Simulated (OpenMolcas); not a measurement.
**Mo5+: moving or changing the point charges**

Mo5+ among 5 point charges of -1.5 e arranged as a trigonal bipyramid (D3h), 2.22 Å from the ion, with the axial distance 2.087 Å.

| Quantity | Value |
| --- | --- |
| Program | OpenMolcas |
| Method | SS-CASPT2, IPEA 0.25 Eh, imaginary shift 0.1 Eh (closed shells correlated: 4s 4p) |
| Basis | ANO-RCC-VDZP [6s5p3d1f] |
| Scalar Hamiltonian | DKH2, point nucleus |
| Active space | 1 electron in 5 orbitals (4d) |
| State averaging | 2S+1 = 2 even, 5 roots |
| Spin-orbit coupling | state interaction with AMFI integrals over the reference wave functions |

Runs around this geometry, states (labels of D3, the rotations of D3h). Energies in cm-1 above the lowest state or level, χT in cm3 K/mol.

```json
{"R (Å)": "2.22", "q (e)": "-1.5", "Axial / equatorial distance": "0.86", "Ground state": "2E", "First state of that spin": "2E 3900", "First gap with spin-orbit (degeneracies)": "2190 (2, 2)", "χT at 300 K": "0.180"}
{"R (Å)": "2.22", "q (e)": "-1.2", "Axial / equatorial distance": "0.94", "Ground state": "2E", "First state of that spin": "2E 1330", "First gap with spin-orbit (degeneracies)": "1870 (2, 2)", "χT at 300 K": "0.198"}
{"R (Å)": "2", "q (e)": "-1.5", "Axial / equatorial distance": "0.94", "Ground state": "2E", "First state of that spin": "2E 1650", "First gap with spin-orbit (degeneracies)": "2280 (2, 2)", "χT at 300 K": "0.190"}
{"R (Å)": "2.22", "q (e)": "-1.5", "Axial / equatorial distance": "0.94", "Ground state": "2E", "First state of that spin": "2E 1680", "First gap with spin-orbit (degeneracies)": "2230 (2, 2)", "χT at 300 K": "0.192"}
```

Scaling the charges by -1.2 / -1.5 = 0.80 scales the first state of the same spin by 1330 / 1680 = 0.79; with fixed orbitals a first-order splitting would follow the charge.

Roots that are degenerate in the reference are averaged as groups; the widest CASPT2 spread within a group is 130 cm-1 (the 2-fold group of multiplicity 2 near 0 cm-1 above the lowest state of its run, R = 2.22, q = -1.2, ratio = 0.94). Shifts and gaps below about the spread of the groups concerned are not significant. An orbital doublet at a regular site is open to a Jahn-Teller distortion, which this geometry leaves out. Free-ion shares, where given, are those of the reference states; single-state CASPT2 does not remix them. This is an electrostatic model: the charges have no orbitals. No measured value stands beside these numbers.
